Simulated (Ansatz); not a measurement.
Question: Name a neutral molecule of C, Cl, S, Sn and H with HOMO–LUMO gap (PBE0/def2-TZVPP) between 5.20 and 5.50 eV and HOMO energy (B3LYP/def2-TZVPP) between -7.05 and -6.75 eV (Ansatz, PBE0-D4/def2-TZVP geometry).

Answer: `C[S][Sn]([Cl])([S]C)[S]C` (5.38 eV, -6.93 eV). Other molecules can fit too; these were computed, each in one conformer that needn't be the lowest.

B3LYP here is the variant with VWN-RPA as its local correlation; programs differ in this.
